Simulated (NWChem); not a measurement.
# C₃H₈N₂Si; SMILES C(#C[SiH](N)N)C

```xyz
14

C      0.0161    -3.4080     0.1641
C      0.0022    -1.9650     0.0007
C     -0.0083    -0.7522    -0.1358
Si     0.0212     1.0762    -0.3692
N     -1.4218     1.6363     0.3871
N      1.3416     1.9299     0.3379
H      1.0419    -3.7790     0.3167
H     -0.5853    -3.7159     1.0340
H     -0.3942    -3.9124    -0.7250
H      0.1794     1.3183    -1.8382
H     -2.2396     1.0393     0.4132
H     -1.6703     2.6181     0.3475
H      1.4955     1.8729     1.3389
H      2.2189     1.9913    -0.1659
```
Atoms are numbered in this order, from 1.

Program: NWChem. All runs use the structure optimised with PBE0/def2-SVP. Level: PBE0/def2-SVP with SMD (1 M gas to 1 M solution), gas-phase geometry. Reactions with the solvent are ignored.

Q: Estimate the computed values for solvent water. Quantities: solvation free energy (kcal/mol); cavity-dispersion-structure term (kcal/mol); dipole in solution (D).

A: 
* **solvation free energy (kcal/mol)**: -3.2
* **cavity-dispersion-structure term (kcal/mol)**: 5.9
* **dipole in solution (D)**: 1.62
